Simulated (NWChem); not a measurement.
CCl$_{2}$

```xyz
3

Cl     1.4022     0.0000     0.1491
C      0.0000     0.0000    -0.8450
Cl    -1.4022     0.0000     0.1491
```
Charge 0, spin multiplicity 1.

All runs are NWChem calculations. The geometry was optimised at PBE0/def2-SVP, a minimum by its harmonic frequencies.

Symmetry labels belong to the abelian group C2v used in the runs, with the axes of the coordinates shown.

The structure started from a generated list of species.

Problem. List the lowest 4 singlet excitations that TD-LDA (SVWN5)/aug-cc-pVDZ gives, with oscillator strengths.

Solution. 
| state | symmetry | energy (eV) | wavelength (nm) | f |
|---|---|---|---|---|
| 1 | b2 | 2.36 | 525 | 0.001 |
| 2 | a2 | 3.73 | 332 | 0.000 |
| 3 | b1 | 5.26 | 236 | 0.059 |
| 4 | a1 | 5.30 | 234 | 0.027 |
